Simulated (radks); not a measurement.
Task: Bi4+, configuration [Xe] 4f14 5d10 6s1. Calculated with a radial shooting solver on a logarithmic mesh with Libxc functionals: scalar-relativistic Kohn-Sham, PBEsol, spin-polarised, spherical densities, finite nucleus; open shells are filled with parallel spins first (spin-orbit coupling, left out, can overturn this in heavy ions); Fermi nuclear charge, rms radius 5.5211 fm. Some entries of the table are withheld. Estimate them.

orbital  occ.  eigenvalue (hartree)  <r^2> (bohr^2)
1s up       1             -3330.521       0.0003465
1s down     1             -3330.520       0.0003465
2s up       1             -599.7231        0.005248
2s down     1             -599.7224        0.005248
2p up       3             -513.5343        0.004487
2p down     3             -513.5337        0.004487
3s up       1             -145.9165         0.03372
3s down     1             -145.9156         0.03372
3p up       3             -121.2786         0.03503
3p down     3             -121.2778         0.03503
3d up       5             -96.45861         0.02902
3d down     5             -96.45791         0.02902
4s up       1             -34.64507          0.1605
4s down     1             -34.64382          0.1605
4p up       3             -26.56731          0.1842
4p down     3             -26.56589          0.1842
4d up       5             -17.31613          0.2060
4d down     5             -17.31450          0.2059
5s up       1              -7.30422          0.7725
5s down     1              -7.30118          0.7718
4f up       7              -7.12706          0.2320
4f down     7              -7.12529          0.2320
5p up       3              -5.02992           1.009
5p down     3              -5.02503           1.006
5d up       5                   (1)           1.675
5d down     5                   (2)           1.653
6s up       1              -1.89273           4.211
6s down     0              -1.84880           4.212

Result: 
(1) 5d up eigenvalue (hartree): -2.48704
(2) 5d down eigenvalue (hartree): -2.47197
